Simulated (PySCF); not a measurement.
C2H6N, doublet, at a GFN2-xTB geometry. Base run: PySCF with B3LYP/3-21G.

Geometry (Å):
```xyz
9

C      1.1885    -0.4242    -0.0048
C      0.1186     0.5905    -0.0036
N     -1.2123    -0.0500     0.0072
H      1.4834    -0.8930     0.9159
H      1.4561    -0.9176    -0.9211
H      0.1567     1.2186    -0.8970
H      0.1675     1.2277     0.8826
H     -1.3048    -0.6393     0.8291
H     -1.3160    -0.6440    -0.8100
```
Charge 0, spin multiplicity 2.
Orbitals are unrestricted.
All else is at PySCF's defaults.
Base energy -133.75605 Eh.

The base run was repeated with changes; each row names its change, and settings that it needs were set with it.

```csv
change,ΔE vs base (mEh),SCF cycles,<S^2>,outcome
base,0.000,10,0.754,converged
solver = newton; init_guess = 1e,0.000,-,0.754,converged
init_guess = 1e,0.000,14,0.754,converged
DIIS = EDIIS,-,50,-,not converged
init_guess = vsap,0.000,11,0.754,converged
diis_space = 12,0.000,10,0.754,converged
conv_tol = 1e-7,0.000,9,0.754,converged
init_guess = sap,0.000,11,0.754,converged
conv_tol = 1e-6,0.000,7,0.754,converged
init_guess = atom,0.000,10,0.754,converged
level_shift = 0.3 (with mf.max_cycle = 100),0.000,17,0.754,converged
conv_tol = 1e-11,0.000,12,0.754,converged
diis_space = 2,0.000,18,0.754,converged
```

Open shells are given as the SCF converged; they aren't shown to be the lowest states, and a large step between rows can be another state.
